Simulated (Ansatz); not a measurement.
Two structures of SnNH₇O, singlet, reached by relaxing down either side of one saddle point (PBE0-D4/def2-TZVP). Energies are electronic, without zero-point energy. Program: Ansatz 0.2.0. Basis: def2-TZVPP and def2-QZVPP. Cores are frozen in the correlated methods. Filled d shells of the heavier atoms are correlated. Core potentials replace the inner electrons of the atoms past krypton. The def2 sets are not built for correlating such inner shells, so the correlated values are less sure here. Extrapolation: Hartree–Fock as exp(−7.88 √X), correlation as X^−2.97. First:

Sn1  (1.150, 0.322, 0.237)
O2  (-0.092, -0.748, 1.371)
H3  (0.652, 1.944, 0.067)
H4  (1.594, -0.489, -1.196)
H5  (2.539, 0.319, 1.278)
H6  (-1.625, -0.551, -0.154)
N7  (-1.296, -0.010, -0.947)
H8  (0.340, -1.004, 2.188)
H9  (-1.898, 0.795, -1.063)
H10  (-1.365, -0.579, -1.781)
(Å)

Second:

Sn1  (1.007, 0.793, -0.456)
O2  (-0.268, -1.842, 1.231)
H3  (1.287, 2.143, -1.478)
H4  (1.883, -0.554, -1.000)
H5  (1.314, 1.221, 1.160)
H6  (-0.760, -1.190, 0.693)
N7  (-0.977, 0.257, -0.526)
H8  (-0.640, -1.787, 2.113)
H9  (-1.592, 1.028, -0.292)
H10  (-1.253, -0.068, -1.445)
(Å)

Task: Which bonds change from the first to the second?

Result: SnH₄O ([OH][SnH3]) + NH₃ → SnNH₅ ([NH2][SnH3]) + H₂O; bonds formed: Sn1–N7, O2–H6; bonds broken: Sn1–O2, H6–N7.

Task: Give the saddle point's structure and its height above each. (Judge from chemistry; the value comes from the calculation.)

Result: Computed: 22.52 kcal/mol above the first and 16.59 kcal/mol above the second (CCSD(T) at an estimated basis limit (MP2 extrapolated from triple and quadruple zeta, plus CCSD(T) − MP2 in triple zeta)).
```
10
angstrom
Sn 0.9848 0.4159 -0.1364
O -0.0603 -1.3499 0.9244
H 1.1030 1.8382 -1.1448
H 1.9634 -0.7514 -0.8913
H 1.3665 1.0057 1.4221
H -0.9802 -0.7248 0.2719
N -1.1492 0.1450 -0.5474
H -0.0989 -1.3511 1.8824
H -1.7419 0.9253 -0.2961
H -1.3873 -0.1529 -1.4849
```

The T1 diagnostic stays at or below 0.013.

Labels in which every atom is bracketed show which atoms are joined, not bond orders.

For scale, one of the runs: CCSD(T)/def2-TZVPP, 210 basis functions, launched by `ansatz run in.yaml --threads 4 --pin off --events-out ev --progress --plain --max-ram 9574MiB`. Time: 70 s of wall clock on 4 CPU threads of an Arm Neoverse V2; the host was shared. Peak host memory: 3.3 GiB.
